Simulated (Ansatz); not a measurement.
Species: CH5BNO, net charge 0, doublet state. It need not be the lowest isomer of its formula. 
Geometry from a B3LYP-D3(BJ)/def2-TZVP (Ansatz, an electronic-structure program) optimisation:
```
O
B 1 1.3480
N 2 1.3984 1 127.56
H 3 1.0042 2 122.02 1 180.00
H 3 1.0112 4 113.57 2 -180.00
C 1 1.4304 2 122.08 3 0.00
H 6 1.0879 1 107.60 2 180.00
H 6 1.0932 7 109.04 1 120.31
H 6 1.0932 7 109.04 8 119.38
```
Charge 0, spin multiplicity 2.

Basis-set convergence of Hartree-Fock and CCSD correlation energies (hartree) with Ansatz. Correlated levels leave the core frozen unless marked. Open shells are spin-unrestricted. Spin-orbit coupling is left out. Non-relativistic.

```
basis    functions       E(HF)  E(corr, CCSD)
-------  ---------  ----------  -------------
cc-pVDZ         81  -194.80616       -0.59506
cc-pVTZ        190  -194.87138       -0.72648
cc-pVQZ        370  -194.88603       -0.76930
```

Extrapolating the two largest sets (X = 3 and 4) as X^-3: E(corr) = (64·(-0.76930) - 27·(-0.72648))/37 = -0.8005 Eh, an estimate of the basis-set limit. The largest set recovers 96.1 % of it, the smallest 74.3 %.
